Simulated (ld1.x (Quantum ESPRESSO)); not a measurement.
Configuration tests for Pt (Z = 78) (TM semilocal)

```
Element                 : Pt (Z = 78)
Generator               : ld1.x (Quantum ESPRESSO) 7.5
Type                    : norm-conserving Troullier–Martins (semilocal form)
Functional              : PBE
Relativity              : scalar-relativistic
Frozen core             : [Xe] 4f14
Valence charge          : 10
Reference configuration : 5d9 6s1 6p0
Partial waves           : 6s (bound): rc 1.90 bohr; 6p (bound, empty): rc 2.90 bohr; 5d (bound): rc 1.30 bohr
Local potential         : the d channel
Core correction         : a·sin(br)/r model core inside 0.70 bohr
```

Energies are relative to the spin-unpolarised reference configuration 5d9 6s1 6p0; without spin polarisation the order of configurations can differ from experiment.

Give the all-electron excitation energy and the error of the potential for: 5d9 6s0 6p0; 5d8 6s0 6p0; 5d7 6s0 6p0; 5d9.5 6s0.5 6p0; 5d8 6s1 6p0; 5d8 6s1 6p1; 5d6 6s0 6p0.

```tsv
valence configuration	charge	ΔE all-electron (eV)	error AE − PS (meV)
5d9 6s0 6p0	+1	9.194	-14
5d8 6s0 6p0	+2	29.160	-33
5d7 6s0 6p0	+3	61.376	-179
5d9.5 6s0.5 6p0	0	-0.123	-9.4
5d8 6s1 6p0	+1	11.167	-14
5d8 6s1 6p1	0	6.568	-36
5d6 6s0 6p0	+4	107.029	-568
```
